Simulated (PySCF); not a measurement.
ethylene carbonate (C3H4O3), SMILES O=C1OCCO1.

Coordinates come from a B3LYP-D3(BJ)/def2-SVP optimisation. A frequency run showed that this geometry is not a minimum. The values are those of a single conformer.

Level of theory: B3LYP-D3(BJ)/def2-SVP in PySCF.

Harmonic, unscaled wavenumbers; measured fundamentals usually lie a few per cent lower.

Computed harmonic wavenumbers and intensities:
| mode | ν (cm⁻¹) | IR (km/mol) | Raman (Å⁴/amu) | depolarisation | moving atoms (share of kinetic energy) |
|---|---|---|---|---|---|
| 1 | 120i | 0.0 | 0.1 | 0.75 | H 42 %, O 32 %, C 25 % |
| 2 | 182 | 1.6 | 0.2 | 0.75 | O 74 %, H 14 %, C 12 % |
| 3 | 531 | 0.3 | 0.5 | 0.75 | O 77 %, C 18 % |
| 4 | 732 | 3.8 | 5.2 | 0.45 | O 60 %, C 39 % |
| 5 | 759 | 0.2 | 5.3 | 0.75 | C 52 %, O 39 %, H 9 % |
| 6 | 762 | 24.7 | 0.7 | 0.75 | C 80 %, O 19 % |
| 7 | 848 | 0.6 | 0.5 | 0.75 | H 88 %, C 10 % |
| 8 | 907 | 1.4 | 14.0 | 0.10 | O 74 %, C 22 % |
| 9 | 974 | 16.2 | 6.9 | 0.37 | C 56 %, H 32 %, O 12 % |
| 10 | 1093 | 31.5 | 0.2 | 0.75 | C 46 %, O 41 %, H 13 % |
| 11 | 1142 | 245.1 | 1.6 | 0.27 | O 61 %, C 38 % |
| 12 | 1152 | 0.0 | 0.0 | – | H 59 %, C 38 % |
| 13 | 1156 | 248.3 | 0.4 | 0.75 | C 62 %, O 24 %, H 15 % |
| 14 | 1227 | 0.0 | 6.9 | 0.75 | H 95 % |
| 15 | 1235 | 1.1 | 11.9 | 0.75 | H 89 % |
| 16 | 1380 | 0.1 | 7.1 | 0.62 | H 70 %, C 24 % |
| 17 | 1408 | 60.5 | 1.4 | 0.75 | H 59 %, C 32 %, O 10 % |
| 18 | 1507 | 10.0 | 15.8 | 0.75 | H 91 %, C 8 % |
| 19 | 1516 | 0.5 | 11.6 | 0.50 | H 92 % |
| 20 | 1959 | 634.7 | 8.6 | 0.30 | C 67 %, O 33 % |
| 21 | 3060 | 21.5 | 33.6 | 0.75 | H 95 % |
| 22 | 3065 | 42.1 | 219.7 | 0.02 | H 95 % |
| 23 | 3107 | 0.0 | 80.3 | 0.75 | H 89 %, C 11 % |
| 24 | 3124 | 30.7 | 84.3 | 0.75 | H 90 %, C 10 % |
